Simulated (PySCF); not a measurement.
Geometry:
| atom | x (Å) | y (Å) | z (Å) |
| --- | --- | --- | --- |
| C1 | 2.809 | -0.194 | -0.996 |
| C2 | 2.982 | 0.309 | 0.456 |
| C3 | 1.561 | 0.580 | 0.975 |
| C4 | 0.632 | -0.220 | 0.058 |
| C5 | -0.837 | 0.195 | 0.122 |
| C6 | -1.715 | -0.589 | -0.875 |
| C7 | -3.199 | -0.188 | -0.777 |
| Al8 | -3.363 | 0.113 | 1.158 |
| C9 | -1.436 | 0.089 | 1.542 |
| C10 | 1.314 | -0.058 | -1.303 |
| H11 | 3.435 | 0.355 | -1.716 |
| H12 | 3.107 | -1.252 | -1.069 |
| H13 | 3.485 | -0.452 | 1.071 |
| H14 | 3.609 | 1.212 | 0.510 |
| H15 | 1.313 | 1.651 | 0.871 |
| H16 | 1.438 | 0.327 | 2.039 |
| H17 | 0.691 | -1.289 | 0.348 |
| H18 | -0.881 | 1.262 | -0.182 |
| H19 | -1.325 | -0.463 | -1.898 |
| H20 | -1.608 | -1.666 | -0.642 |
| H21 | -3.868 | -0.922 | -1.252 |
| H22 | -3.371 | 0.766 | -1.312 |
| H23 | -4.630 | 0.316 | 2.102 |
| H24 | -1.166 | -0.894 | 1.980 |
| H25 | -1.034 | 0.847 | 2.232 |
| H26 | 1.090 | 0.952 | -1.692 |
| H27 | 0.970 | -0.778 | -2.059 |

Geometry: PBE0-D3(BJ)/def2-SVP; GIAO absolute shieldings from PySCF, gas phase, non-relativistic, averaged over equivalent atoms.

At HF/pcSseg-1 (262 basis functions, 68 s wall time on 1 thread of an Arm Neoverse N1, shared host):
```tsv
atoms	σ (ppm)
C4	144.2
C5	149.1
C3	159.6
C10	159.8
C6	159.9
C1	167.6
C2	169.6
C9	177.0
C7	182.9
Al8	303.5
H23	26.48
H19	29.65
H16	29.97
H27	30.10
H11	30.17
H14	30.24
H13	30.29
H12	30.35
H15	30.98
H17	31.07
H26	31.08
H20	31.26
H25	31.29
H21	31.29
H18	31.45
H22	31.96
H24	32.49
```

**Question.** What do these become at PBE0/pcSseg-1?

**Answer.** 
```json
{"atoms": "C4", "σ at PBE0/pcSseg-1": "130.4", "change": "-13.8"}
{"atoms": "C5", "σ at PBE0/pcSseg-1": "135.2", "change": "-13.9"}
{"atoms": "C3", "σ at PBE0/pcSseg-1": "148.8", "change": "-10.8"}
{"atoms": "C10", "σ at PBE0/pcSseg-1": "149.2", "change": "-10.6"}
{"atoms": "C6", "σ at PBE0/pcSseg-1": "148.4", "change": "-11.5"}
{"atoms": "C1", "σ at PBE0/pcSseg-1": "157.7", "change": "-9.9"}
{"atoms": "C2", "σ at PBE0/pcSseg-1": "159.8", "change": "-9.8"}
{"atoms": "C9", "σ at PBE0/pcSseg-1": "164.3", "change": "-12.7"}
{"atoms": "C7", "σ at PBE0/pcSseg-1": "170.8", "change": "-12.1"}
{"atoms": "Al8", "σ at PBE0/pcSseg-1": "238.1", "change": "-65.4"}
{"atoms": "H23", "σ at PBE0/pcSseg-1": "25.39", "change": "-1.09"}
{"atoms": "H19", "σ at PBE0/pcSseg-1": "28.94", "change": "-0.71"}
{"atoms": "H16", "σ at PBE0/pcSseg-1": "29.35", "change": "-0.62"}
{"atoms": "H27", "σ at PBE0/pcSseg-1": "29.46", "change": "-0.64"}
{"atoms": "H11", "σ at PBE0/pcSseg-1": "29.58", "change": "-0.59"}
{"atoms": "H14", "σ at PBE0/pcSseg-1": "29.66", "change": "-0.58"}
{"atoms": "H13", "σ at PBE0/pcSseg-1": "29.70", "change": "-0.59"}
{"atoms": "H12", "σ at PBE0/pcSseg-1": "29.73", "change": "-0.62"}
{"atoms": "H15", "σ at PBE0/pcSseg-1": "30.35", "change": "-0.63"}
{"atoms": "H17", "σ at PBE0/pcSseg-1": "30.27", "change": "-0.80"}
{"atoms": "H26", "σ at PBE0/pcSseg-1": "30.45", "change": "-0.63"}
{"atoms": "H20", "σ at PBE0/pcSseg-1": "30.58", "change": "-0.68"}
{"atoms": "H25", "σ at PBE0/pcSseg-1": "30.45", "change": "-0.84"}
{"atoms": "H21", "σ at PBE0/pcSseg-1": "30.51", "change": "-0.78"}
{"atoms": "H18", "σ at PBE0/pcSseg-1": "30.60", "change": "-0.85"}
{"atoms": "H22", "σ at PBE0/pcSseg-1": "31.28", "change": "-0.68"}
{"atoms": "H24", "σ at PBE0/pcSseg-1": "31.78", "change": "-0.71"}
```

The largest change is at Al8 (aluminium bonded to 2 C, H, in a 5-membered ring). Cost: 262 basis functions, 2.2 min wall time on 1 thread of an Arm Neoverse N1, shared host. The order of the carbon signals changes between the two levels.
